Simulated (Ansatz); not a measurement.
A geometry relaxed with PBE-D3(BJ)/def2-TZVP run with Ansatz (a quantum-chemistry and plane-wave program), charge 0, multiplicity 2:

```xyz
8

H     -1.7291     1.1406    -0.4698
C      0.9704    -0.3162    -0.2872
N     -0.2075    -0.2508    -0.7542
H     -0.9912     0.5721     1.0704
C      2.1562    -0.4184     0.0869
C     -1.2912     0.2746     0.0532
H     -2.0874    -0.4852     0.1089
H      3.1798    -0.5166     0.3804
```

Task: Write the SMILES of this molecule.

Result: `C#C[N]C`
